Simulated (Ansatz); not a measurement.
GaH7O4Si, SMILES `[OH][Ga-]([OH])([OH])[OH+][SiH3]` at its PBE0-D4/def2-TZVP geometry, where that method's forces vanish. Total charge 0; spin multiplicity 1.

```xyz
13

O    -1.0953    0.1630    1.4121
Ga    0.6602    0.0301    1.0259
O     1.4330   -1.6054    0.9597
O     1.6605    1.4824    1.3209
O     0.3326   -0.1195   -1.0302
Si   -1.2052    0.1956   -1.6665
H    -1.3101    0.9518    1.9132
H     0.9948   -2.2642    1.5006
H     2.5998    1.2913    1.3418
H     0.7133   -0.9951   -1.1821
H    -2.1853   -0.8062   -1.1985
H    -1.5321    1.5720   -1.2550
H    -1.0662    0.1042   -3.1418
```

What forces (eV/Å) does r2SCAN-D4/def2-TZVPP give on these atoms in Ansatz? (Estimate.)

Computed: 
```
O1  -0.030 -0.042 -0.039
Ga2  0.001 -0.019 -0.001
O3   0.041  0.001 -0.045
O4  -0.042  0.055 -0.009
O5   0.030  0.032  0.039
Si6 -0.047  0.009 -0.027
H7  -0.009  0.049  0.033
H8  -0.023 -0.032  0.036
H9   0.055 -0.018  0.003
H10  0.018 -0.033 -0.005
H11  0.011  0.028 -0.012
H12  0.003 -0.033 -0.006
H13 -0.010  0.003  0.033
```
